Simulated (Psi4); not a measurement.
Method: SAPT0/jun-cc-pVDZ, frozen core (Psi4).

Psi4 input:

```
molecule {
0 1
C 1.44936602 -0.56692708 -0.39141842
Si 0.04289340 0.61059380 -0.11606715
C -1.50190273 -0.18366809 0.53449268
Cl 0.65149722 2.06778365 1.22189560
Cl -0.39841013 1.54419173 -1.90976515
H 1.16444694 -1.33313748 -1.11504354
H 2.32374902 -0.03949710 -0.77326947
H 1.72228113 -1.05589064 0.54573889
H -2.28567906 0.56027219 0.67869082
H -1.86461836 -0.93636330 -0.16817564
H -1.30362344 -0.66735769 1.49292138
--
0 1
H -1.23573719 -1.97080767 -3.15148646
H -1.06385235 -1.30533173 -2.86706528
units angstrom
symmetry c1
no_reorient
no_com
}
set basis jun-cc-pvdz
set scf_type df
set freeze_core true
energy('sapt0')
```

Part of the output:

```
    SAPT Results
  --------------------------------------------------------------------------------------------------------
    Electrostatics                 -0.80117246 [mEh]      -0.50274331 [kcal/mol]      -2.10347802 [kJ/mol]
      Elst10,r                     -0.80117246 [mEh]      -0.50274331 [kcal/mol]      -2.10347802 [kJ/mol]

    Exchange                        1.97248334 [mEh]       1.23775198 [kcal/mol]       5.17875429 [kJ/mol]
      Exch10                        1.97248334 [mEh]       1.23775198 [kcal/mol]       5.17875429 [kJ/mol]
      Exch10(S^2)                   1.96753990 [mEh]       1.23464992 [kcal/mol]       5.16577528 [kJ/mol]

    Induction                      -0.26092533 [mEh]      -0.16373312 [kcal/mol]      -0.68505937 [kJ/mol]
      Ind20,r                      -0.36888333 [mEh]      -0.23147778 [kcal/mol]      -0.96850304 [kJ/mol]
      Exch-Ind20,r                  0.26706699 [mEh]       0.16758707 [kcal/mol]       0.70118429 [kJ/mol]
      delta HF,r (2)               -0.15910900 [mEh]      -0.09984240 [kcal/mol]      -0.41774062 [kJ/mol]

    Dispersion                     -1.12508148 [mEh]      -0.70599929 [kcal/mol]      -2.95390103 [kJ/mol]
      Disp20                       -1.22255954 [mEh]      -0.76716769 [kcal/mol]      -3.20982963 [kJ/mol]
      Exch-Disp20                   0.09747806 [mEh]       0.06116840 [kcal/mol]       0.25592860 [kJ/mol]
      Disp20 (SS)                  -0.61127977 [mEh]      -0.38358385 [kcal/mol]      -1.60491482 [kJ/mol]
      Disp20 (OS)                  -0.61127977 [mEh]      -0.38358385 [kcal/mol]      -1.60491482 [kJ/mol]
      Exch-Disp20 (SS)              0.05393508 [mEh]       0.03384477 [kcal/mol]       0.14160653 [kJ/mol]
      Exch-Disp20 (OS)              0.04354298 [mEh]       0.02732363 [kcal/mol]       0.11432207 [kJ/mol]

  Total HF                          0.91038554 [mEh]       0.57127555 [kcal/mol]       2.39021690 [kJ/mol]
  Total SAPT0                      -0.21469594 [mEh]      -0.13472374 [kcal/mol]      -0.56368412 [kJ/mol]
```
